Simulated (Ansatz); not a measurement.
`[GaH2][B]1B[SiH2]1` + `N#CO` → `N#C[O][GaH2]` + `B1B[SiH2]1` at 500 K and 1 bar (cleavage of the Ga–B bond).

Calculated with Ansatz (gas phase, PBE0-D4/def2-TZVP geometries, no zero-point term in ΔE). CCSD(T)/CBS adds triple-zeta CCSD(T) − MP2 to the extrapolated MP2 energy (def2 sets, frozen cores). This one scheme is used for every species. For Ga outer-core shells are correlated without core-valence functions, which leaves a few kJ/mol of doubt a bond. Scalar relativity is left out up to krypton. Each species was taken in one conformer, which may not be the lowest.

| species | CCSD(T)/CBS energy (Eh) | H − E (kJ/mol) | S (J/(mol·K)) |
| --- | --- | --- | --- |
| `[GaH2][B]1B[SiH2]1` | -2265.51334 | 166.6 | 421.8 |
| `N#CO` | -168.48100 | 78.6 | 266.9 |
| `N#C[O][GaH2]` | -2093.04540 | 102.4 | 354.4 |
| `B1B[SiH2]1` | -340.97257 | 136.8 | 329.8 |

H − E and S are ideal-gas, rigid-rotor, harmonic terms from PBE0-D4/def2-TZVP, for one conformer and one mirror image of each species. 1 Eh = 2625.50 kJ/mol, R = 8.31446 J/(mol·K).

**Question.** By hand: ΔE, ΔH, ΔS and ΔG.

**Answer.** ΔE = (-2093.04540) + (-340.97257) − (-2265.51334) − (-168.48100) = -0.02363 Eh = -62.0 kJ/mol. Δ(H − E) = 102.4 + 136.8 − 166.6 − 78.6 = -6.0, so ΔH = -68.0 kJ/mol. ΔS = 354.4 + 329.8 − 421.8 − 266.9 = -4.5 J/(mol·K). ΔG = -68.0 − 500 × (-4.5)/1000 = -65.8 kJ/mol.

**Question.** By hand: the equilibrium constant, and the temperature at which ΔG would vanish if ΔH and ΔS stayed fixed.

**Answer.** log₁₀ K = −ΔG/(RT ln 10) = 6.9. ΔG = 0 at ΔH/ΔS = 15111 K, far beyond where these terms or the molecules hold.

The number of gas molecules stays the same, so ΔS is small and ΔH decides. A doubt of 5 kJ/mol in ΔE shifts log₁₀ K by 0.5 here. Other conformers and mirror images would add mixing entropy, several J/(mol·K) or more a flexible species. These are equilibria of isolated gas molecules and say nothing of rates. Largest T1 diagnostic: 0.015 (customary marks: 0.02 for closed shells, 0.045 for open ones).
